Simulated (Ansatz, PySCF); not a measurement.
Potential energy curve for Cr(O)2(Cl)2, SMILES [Cl][Cr](=[O])([Cl])=[O] (Cl₂CrO₂). The Cr1–Cl5 bond (Cr1 also carries Cl, O, O; Cl5 carries nothing else) is pulled apart rigidly from the PBE0/def2-TZVP optimised geometry.

- UKS-PBE0 = Ansatz (a first-principles code) with unrestricted PBE0/def2-TZVP
- RKS-PBE0 = restricted PBE0/def2-TZVP (Ansatz)
- UKS-B3LYP = unrestricted B3LYP/def2-TZVP (Ansatz)
- RKS-B3LYP = restricted B3LYP/def2-TZVP (Ansatz)
- UKS-PBE = unrestricted PBE/def2-TZVP (Ansatz)
- RKS-PBE = restricted PBE/def2-TZVP run with Ansatz
- UKS-B3LYP/6-31G* = PySCF with unrestricted B3LYP/6-31G*, spherical d
- RKS-B3LYP/6-31G* = restricted B3LYP/6-31G*, spherical d run with PySCF 2.14.0
- UKS-M06-2X/6-31G* = unrestricted M06-2X/6-31G*, spherical d (PySCF 2.14.0)
- RKS-M06-2X/6-31G* = restricted M06-2X/6-31G*, spherical d run with PySCF
- UKS-B3LYP/LANL2DZ = unrestricted B3LYP/LANL2DZ, with its core potentials past Ne (PySCF)
- RKS-B3LYP/LANL2DZ = restricted B3LYP/LANL2DZ, with its core potentials past Ne run with PySCF 2.14.0

Scanned distances (Å): 1.72, 1.84, 1.97, 2.04, 2.11, 2.16, 2.26, 2.39, 2.57, 2.76, 3.08, 3.42, 3.88, 4.37, 5.13, 6.09.

### Question
Where does the unrestricted solution first break spin symmetry (<S²> of 0.01 or more)?

### Answer
UKS-PBE0: between 2.76 and 3.08 Å; UKS-B3LYP: between 2.76 and 3.08 Å; UKS-PBE: between 3.08 and 3.42 Å; UKS-B3LYP/6-31G*: between 2.76 and 3.08 Å; UKS-M06-2X/6-31G*: between 2.39 and 2.57 Å; UKS-B3LYP/LANL2DZ: between 2.76 and 3.08 Å.

```json
[
 {"R / Å": "1.72", "<S²> UKS-PBE0": "0.00", "E(RKS-PBE0) − E(UKS-PBE0) / kcal/mol": "0.0", "<S²> UKS-B3LYP": "0.00", "E(RKS-B3LYP) − E(UKS-B3LYP) / kcal/mol": "0.0", "<S²> UKS-PBE": "0.00", "E(RKS-PBE) − E(UKS-PBE) / kcal/mol": "0.0", "<S²> UKS-B3LYP/6-31G*": "0.00", "E(RKS-B3LYP/6-31G*) − E(UKS-B3LYP/6-31G*) / kcal/mol": "0.0", "<S²> UKS-M06-2X/6-31G*": "0.00", "E(RKS-M06-2X/6-31G*) − E(UKS-M06-2X/6-31G*) / kcal/mol": "0.0", "<S²> UKS-B3LYP/LANL2DZ": "0.00", "E(RKS-B3LYP/LANL2DZ) − E(UKS-B3LYP/LANL2DZ) / kcal/mol": "0.0"},
 {"R / Å": "1.84", "<S²> UKS-PBE0": "0.00", "E(RKS-PBE0) − E(UKS-PBE0) / kcal/mol": "0.0", "<S²> UKS-B3LYP": "0.00", "E(RKS-B3LYP) − E(UKS-B3LYP) / kcal/mol": "0.0", "<S²> UKS-PBE": "0.00", "E(RKS-PBE) − E(UKS-PBE) / kcal/mol": "0.0", "<S²> UKS-B3LYP/6-31G*": "0.00", "E(RKS-B3LYP/6-31G*) − E(UKS-B3LYP/6-31G*) / kcal/mol": "0.0", "<S²> UKS-M06-2X/6-31G*": "0.00", "E(RKS-M06-2X/6-31G*) − E(UKS-M06-2X/6-31G*) / kcal/mol": "0.0", "<S²> UKS-B3LYP/LANL2DZ": "0.00", "E(RKS-B3LYP/LANL2DZ) − E(UKS-B3LYP/LANL2DZ) / kcal/mol": "0.0"},
 {"R / Å": "1.97", "<S²> UKS-PBE0": "0.00", "E(RKS-PBE0) − E(UKS-PBE0) / kcal/mol": "0.0", "<S²> UKS-B3LYP": "0.00", "E(RKS-B3LYP) − E(UKS-B3LYP) / kcal/mol": "0.0", "<S²> UKS-PBE": "0.00", "E(RKS-PBE) − E(UKS-PBE) / kcal/mol": "0.0", "<S²> UKS-B3LYP/6-31G*": "0.00", "E(RKS-B3LYP/6-31G*) − E(UKS-B3LYP/6-31G*) / kcal/mol": "0.0", "<S²> UKS-M06-2X/6-31G*": "0.00", "E(RKS-M06-2X/6-31G*) − E(UKS-M06-2X/6-31G*) / kcal/mol": "0.0", "<S²> UKS-B3LYP/LANL2DZ": "0.00", "E(RKS-B3LYP/LANL2DZ) − E(UKS-B3LYP/LANL2DZ) / kcal/mol": "0.0"},
 {"R / Å": "2.04", "<S²> UKS-PBE0": "0.00", "E(RKS-PBE0) − E(UKS-PBE0) / kcal/mol": "0.0", "<S²> UKS-B3LYP": "0.00", "E(RKS-B3LYP) − E(UKS-B3LYP) / kcal/mol": "0.0", "<S²> UKS-PBE": "0.00", "E(RKS-PBE) − E(UKS-PBE) / kcal/mol": "0.0", "<S²> UKS-B3LYP/6-31G*": "0.00", "E(RKS-B3LYP/6-31G*) − E(UKS-B3LYP/6-31G*) / kcal/mol": "0.0", "<S²> UKS-M06-2X/6-31G*": "0.00", "E(RKS-M06-2X/6-31G*) − E(UKS-M06-2X/6-31G*) / kcal/mol": "0.0", "<S²> UKS-B3LYP/LANL2DZ": "0.00", "E(RKS-B3LYP/LANL2DZ) − E(UKS-B3LYP/LANL2DZ) / kcal/mol": "0.0"},
 {"R / Å": "2.11", "<S²> UKS-PBE0": "0.00", "E(RKS-PBE0) − E(UKS-PBE0) / kcal/mol": "0.0", "<S²> UKS-B3LYP": "0.00", "E(RKS-B3LYP) − E(UKS-B3LYP) / kcal/mol": "0.0", "<S²> UKS-PBE": "0.00", "E(RKS-PBE) − E(UKS-PBE) / kcal/mol": "0.0", "<S²> UKS-B3LYP/6-31G*": "0.00", "E(RKS-B3LYP/6-31G*) − E(UKS-B3LYP/6-31G*) / kcal/mol": "0.0", "<S²> UKS-M06-2X/6-31G*": "0.00", "E(RKS-M06-2X/6-31G*) − E(UKS-M06-2X/6-31G*) / kcal/mol": "0.0", "<S²> UKS-B3LYP/LANL2DZ": "0.00", "E(RKS-B3LYP/LANL2DZ) − E(UKS-B3LYP/LANL2DZ) / kcal/mol": "0.0"},
 {"R / Å": "2.16", "<S²> UKS-PBE0": "0.00", "E(RKS-PBE0) − E(UKS-PBE0) / kcal/mol": "0.0", "<S²> UKS-B3LYP": "0.00", "E(RKS-B3LYP) − E(UKS-B3LYP) / kcal/mol": "0.0", "<S²> UKS-PBE": "0.00", "E(RKS-PBE) − E(UKS-PBE) / kcal/mol": "0.0", "<S²> UKS-B3LYP/6-31G*": "0.00", "E(RKS-B3LYP/6-31G*) − E(UKS-B3LYP/6-31G*) / kcal/mol": "0.0", "<S²> UKS-M06-2X/6-31G*": "0.00", "E(RKS-M06-2X/6-31G*) − E(UKS-M06-2X/6-31G*) / kcal/mol": "0.0", "<S²> UKS-B3LYP/LANL2DZ": "0.00", "E(RKS-B3LYP/LANL2DZ) − E(UKS-B3LYP/LANL2DZ) / kcal/mol": "0.0"},
 {"R / Å": "2.26", "<S²> UKS-PBE0": "0.00", "E(RKS-PBE0) − E(UKS-PBE0) / kcal/mol": "0.0", "<S²> UKS-B3LYP": "0.00", "E(RKS-B3LYP) − E(UKS-B3LYP) / kcal/mol": "0.0", "<S²> UKS-PBE": "0.00", "E(RKS-PBE) − E(UKS-PBE) / kcal/mol": "0.0", "<S²> UKS-B3LYP/6-31G*": "0.00", "E(RKS-B3LYP/6-31G*) − E(UKS-B3LYP/6-31G*) / kcal/mol": "0.0", "<S²> UKS-M06-2X/6-31G*": "0.00", "E(RKS-M06-2X/6-31G*) − E(UKS-M06-2X/6-31G*) / kcal/mol": "0.0", "<S²> UKS-B3LYP/LANL2DZ": "0.00", "E(RKS-B3LYP/LANL2DZ) − E(UKS-B3LYP/LANL2DZ) / kcal/mol": "0.0"},
 {"R / Å": "2.39", "<S²> UKS-PBE0": "0.00", "E(RKS-PBE0) − E(UKS-PBE0) / kcal/mol": "0.0", "<S²> UKS-B3LYP": "0.00", "E(RKS-B3LYP) − E(UKS-B3LYP) / kcal/mol": "0.0", "<S²> UKS-PBE": "0.00", "E(RKS-PBE) − E(UKS-PBE) / kcal/mol": "0.0", "<S²> UKS-B3LYP/6-31G*": "0.00", "E(RKS-B3LYP/6-31G*) − E(UKS-B3LYP/6-31G*) / kcal/mol": "0.0", "<S²> UKS-M06-2X/6-31G*": "0.00", "E(RKS-M06-2X/6-31G*) − E(UKS-M06-2X/6-31G*) / kcal/mol": "0.0", "<S²> UKS-B3LYP/LANL2DZ": "0.00", "E(RKS-B3LYP/LANL2DZ) − E(UKS-B3LYP/LANL2DZ) / kcal/mol": "0.0"},
 {"R / Å": "2.57", "<S²> UKS-PBE0": "0.00", "E(RKS-PBE0) − E(UKS-PBE0) / kcal/mol": "0.0", "<S²> UKS-B3LYP": "0.00", "E(RKS-B3LYP) − E(UKS-B3LYP) / kcal/mol": "0.0", "<S²> UKS-PBE": "0.00", "E(RKS-PBE) − E(UKS-PBE) / kcal/mol": "0.0", "<S²> UKS-B3LYP/6-31G*": "0.00", "E(RKS-B3LYP/6-31G*) − E(UKS-B3LYP/6-31G*) / kcal/mol": "0.0", "<S²> UKS-M06-2X/6-31G*": "0.10", "E(RKS-M06-2X/6-31G*) − E(UKS-M06-2X/6-31G*) / kcal/mol": "0.1", "<S²> UKS-B3LYP/LANL2DZ": "0.00", "E(RKS-B3LYP/LANL2DZ) − E(UKS-B3LYP/LANL2DZ) / kcal/mol": "0.0"},
 {"R / Å": "2.76", "<S²> UKS-PBE0": "0.00", "E(RKS-PBE0) − E(UKS-PBE0) / kcal/mol": "0.0", "<S²> UKS-B3LYP": "0.00", "E(RKS-B3LYP) − E(UKS-B3LYP) / kcal/mol": "0.0", "<S²> UKS-PBE": "0.00", "E(RKS-PBE) − E(UKS-PBE) / kcal/mol": "0.0", "<S²> UKS-B3LYP/6-31G*": "0.00", "E(RKS-B3LYP/6-31G*) − E(UKS-B3LYP/6-31G*) / kcal/mol": "0.0", "<S²> UKS-M06-2X/6-31G*": "0.43", "E(RKS-M06-2X/6-31G*) − E(UKS-M06-2X/6-31G*) / kcal/mol": "1.6", "<S²> UKS-B3LYP/LANL2DZ": "0.00", "E(RKS-B3LYP/LANL2DZ) − E(UKS-B3LYP/LANL2DZ) / kcal/mol": "0.0"},
 {"R / Å": "3.08", "<S²> UKS-PBE0": "0.45", "E(RKS-PBE0) − E(UKS-PBE0) / kcal/mol": "2.5", "<S²> UKS-B3LYP": "0.32", "E(RKS-B3LYP) − E(UKS-B3LYP) / kcal/mol": "1.2", "<S²> UKS-PBE": "0.00", "E(RKS-PBE) − E(UKS-PBE) / kcal/mol": "0.0", "<S²> UKS-B3LYP/6-31G*": "0.34", "E(RKS-B3LYP/6-31G*) − E(UKS-B3LYP/6-31G*) / kcal/mol": "1.3", "<S²> UKS-M06-2X/6-31G*": "0.96", "E(RKS-M06-2X/6-31G*) − E(UKS-M06-2X/6-31G*) / kcal/mol": "11.0", "<S²> UKS-B3LYP/LANL2DZ": "0.56", "E(RKS-B3LYP/LANL2DZ) − E(UKS-B3LYP/LANL2DZ) / kcal/mol": "3.7"},
 {"R / Å": "3.42", "<S²> UKS-PBE0": "0.76", "E(RKS-PBE0) − E(UKS-PBE0) / kcal/mol": "10.0", "<S²> UKS-B3LYP": "0.66", "E(RKS-B3LYP) − E(UKS-B3LYP) / kcal/mol": "6.8", "<S²> UKS-PBE": "0.25", "E(RKS-PBE) − E(UKS-PBE) / kcal/mol": "0.5", "<S²> UKS-B3LYP/6-31G*": "0.66", "E(RKS-B3LYP/6-31G*) − E(UKS-B3LYP/6-31G*) / kcal/mol": "7.0", "<S²> UKS-M06-2X/6-31G*": "1.10", "E(RKS-M06-2X/6-31G*) − E(UKS-M06-2X/6-31G*) / kcal/mol": "26.7", "<S²> UKS-B3LYP/LANL2DZ": "0.82", "E(RKS-B3LYP/LANL2DZ) − E(UKS-B3LYP/LANL2DZ) / kcal/mol": "11.1"},
 {"R / Å": "3.88", "<S²> UKS-PBE0": "0.98", "E(RKS-PBE0) − E(UKS-PBE0) / kcal/mol": "21.2", "<S²> UKS-B3LYP": "0.88", "E(RKS-B3LYP) − E(UKS-B3LYP) / kcal/mol": "15.6", "<S²> UKS-PBE": "0.58", "E(RKS-PBE) − E(UKS-PBE) / kcal/mol": "3.6", "<S²> UKS-B3LYP/6-31G*": "0.88", "E(RKS-B3LYP/6-31G*) − E(UKS-B3LYP/6-31G*) / kcal/mol": "15.7", "<S²> UKS-M06-2X/6-31G*": "1.10", "E(RKS-M06-2X/6-31G*) − E(UKS-M06-2X/6-31G*) / kcal/mol": "42.8", "<S²> UKS-B3LYP/LANL2DZ": "0.98", "E(RKS-B3LYP/LANL2DZ) − E(UKS-B3LYP/LANL2DZ) / kcal/mol": "20.9"},
 {"R / Å": "4.37", "<S²> UKS-PBE0": "1.03", "E(RKS-PBE0) − E(UKS-PBE0) / kcal/mol": "30.7", "<S²> UKS-B3LYP": "0.99", "E(RKS-B3LYP) − E(UKS-B3LYP) / kcal/mol": "23.4", "<S²> UKS-PBE": "0.74", "E(RKS-PBE) − E(UKS-PBE) / kcal/mol": "7.2", "<S²> UKS-B3LYP/6-31G*": "0.98", "E(RKS-B3LYP/6-31G*) − E(UKS-B3LYP/6-31G*) / kcal/mol": "23.3", "<S²> UKS-M06-2X/6-31G*": "1.10", "E(RKS-M06-2X/6-31G*) − E(UKS-M06-2X/6-31G*) / kcal/mol": "54.0", "<S²> UKS-B3LYP/LANL2DZ": "1.02", "E(RKS-B3LYP/LANL2DZ) − E(UKS-B3LYP/LANL2DZ) / kcal/mol": "28.5"},
 {"R / Å": "5.13", "<S²> UKS-PBE0": "1.03", "E(RKS-PBE0) − E(UKS-PBE0) / kcal/mol": "38.9", "<S²> UKS-B3LYP": "1.02", "E(RKS-B3LYP) − E(UKS-B3LYP) / kcal/mol": "31.0", "<S²> UKS-PBE": "0.83", "E(RKS-PBE) − E(UKS-PBE) / kcal/mol": "10.9", "<S²> UKS-B3LYP/6-31G*": "1.02", "E(RKS-B3LYP/6-31G*) − E(UKS-B3LYP/6-31G*) / kcal/mol": "30.6", "<S²> UKS-M06-2X/6-31G*": "1.10", "E(RKS-M06-2X/6-31G*) − E(UKS-M06-2X/6-31G*) / kcal/mol": "64.4", "<S²> UKS-B3LYP/LANL2DZ": "1.02", "E(RKS-B3LYP/LANL2DZ) − E(UKS-B3LYP/LANL2DZ) / kcal/mol": "35.0"},
 {"R / Å": "6.09", "<S²> UKS-PBE0": "1.03", "E(RKS-PBE0) − E(UKS-PBE0) / kcal/mol": "43.4", "<S²> UKS-B3LYP": "1.02", "E(RKS-B3LYP) − E(UKS-B3LYP) / kcal/mol": "35.2", "<S²> UKS-PBE": "0.87", "E(RKS-PBE) − E(UKS-PBE) / kcal/mol": "12.9", "<S²> UKS-B3LYP/6-31G*": "1.02", "E(RKS-B3LYP/6-31G*) − E(UKS-B3LYP/6-31G*) / kcal/mol": "34.7", "<S²> UKS-M06-2X/6-31G*": "1.10", "E(RKS-M06-2X/6-31G*) − E(UKS-M06-2X/6-31G*) / kcal/mol": "70.5", "<S²> UKS-B3LYP/LANL2DZ": "1.02", "E(RKS-B3LYP/LANL2DZ) − E(UKS-B3LYP/LANL2DZ) / kcal/mol": "38.6"}
]
```
